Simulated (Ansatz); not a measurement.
This Ansatz (a first-principles code) input (wB97M-V/6-311++G(3df,3pd)) gives -193.89574 Eh with 153 basis functions. A basis named .json is the Basis Set Exchange file of that set (core-valence sets with the plain set on hydrogen).

Ansatz 0.2 input:
```yaml
crystal:
  periodic: [false, false, false]
  atoms:
    - {symbol: F, position_ang: [0.95033415, 0.54843545, -0.10254669]}
    - {symbol: H, position_ang: [0.28772715, 0.35643342, 0.53345652]}
    - {symbol: C, position_ang: [-1.80279394, -0.25200998, 2.54046314]}
    - {symbol: N, position_ang: [-0.99629622, -0.01655883, 1.76607118]}
    - {symbol: H, position_ang: [-2.55621052, -0.47198882, 3.26388959]}
basis:
  gaussian:
    orbitals: 6-311++G_3df_3pd_.json
hamiltonian:
  xc: {name: wB97M-V}
magnetization: {spin_polarized: false}
```

Change:
```diff
- orbitals: 6-311++G_3df_3pd_.json
+ orbitals: aug-pcseg-2
```

### Question
What does the run give now?

### Answer
-193.90188 Eh (wB97M-V/aug-pcseg-2, 184 functions), a change of -6.14 mEh.
